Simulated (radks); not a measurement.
Values are calculated unless marked as measured or tabulated.
Effect of the nuclear size on the aluminium ion Al2+, [Ne] 3s1. Level of theory: Dirac Kohn-Sham, relativistic LDA (MacDonald-Vosko exchange, VWN5 correlation), spin-unpolarised, spherical densities, finite nucleus; Fermi nuclear charge, rms radius 3.061 fm (a radial shooting solver on a logarithmic mesh with Libxc functionals). The rms radius is varied about that value; shifts are against it.

rms radius (fm)  total energy shift (eV)  density at nucleus (e/bohr^3)  1s1/2 shift (meV)
2.7488                         -0.000711                           1485             -0.296
2.859                          -0.000468                           1485             -0.195
3.061                                  0                           1483              0.000
3.3212                          0.000650                           1482              0.271
3.7865                           0.00194                           1480              0.809

Slopes of the eigenvalues against <r^2> in GHz/fm^2, as finite differences over the two radii next to the reference (eigenvalue slopes, not the field-shift constants of lines): 1s1/2 39.4.
